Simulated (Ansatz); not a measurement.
Frontier orbitals of H$_{3}$HfIO$_{3}$, SMILES `[OH][Hf]([OH])([OH])[I]`.

```json
{"atom": "O1", "x (Å)": "1.520", "y (Å)": "-0.111", "z (Å)": "1.033"}
{"atom": "Hf2", "x (Å)": "-0.121", "y (Å)": "-0.241", "z (Å)": "0.059"}
{"atom": "O3", "x (Å)": "-1.293", "y (Å)": "1.183", "z (Å)": "0.564"}
{"atom": "O4", "x (Å)": "0.228", "y (Å)": "-0.164", "z (Å)": "-1.819"}
{"atom": "I5", "x (Å)": "-1.328", "y (Å)": "-2.650", "z (Å)": "0.651"}
{"atom": "H6", "x (Å)": "2.454", "y (Å)": "-0.066", "z (Å)": "1.207"}
{"atom": "H7", "x (Å)": "-1.631", "y (Å)": "1.938", "z (Å)": "1.034"}
{"atom": "H8", "x (Å)": "0.170", "y (Å)": "0.112", "z (Å)": "-2.728"}
```

Charge 0, multiplicity 1. Correlated methods include outer-core shells of Hf, I, which these sets cover unevenly. Hf, I takes the def2 core potential. The structure was optimised at the PBE0-D4/def2-TZVP level. It is one conformer, not always the lowest. Basis def2-TZVPP, Ansatz 0.2.0.

```csv
functional,HOMO (eV),LUMO (eV),gap (eV)
PBE,-6.12,-0.94,5.18
r2SCAN,-6.43,-0.65,5.78
PBE0,-7.27,-0.24,7.03
r2SCANh,-6.85,-0.34,6.51
ωB97X-V,-9.49,1.38,10.87
ωB97M-V,-9.36,0.93,10.29
```

Against PBE, PBE0 changes HOMO and LUMO by −1.15 and +0.70 eV, ωB97M-V by −3.24 and +1.88 eV. A gap of 5.18 eV thus becomes 10.30 eV for the same molecule, so an orbital gap means little without its functional. A positive LUMO is unbound and depends on the basis.
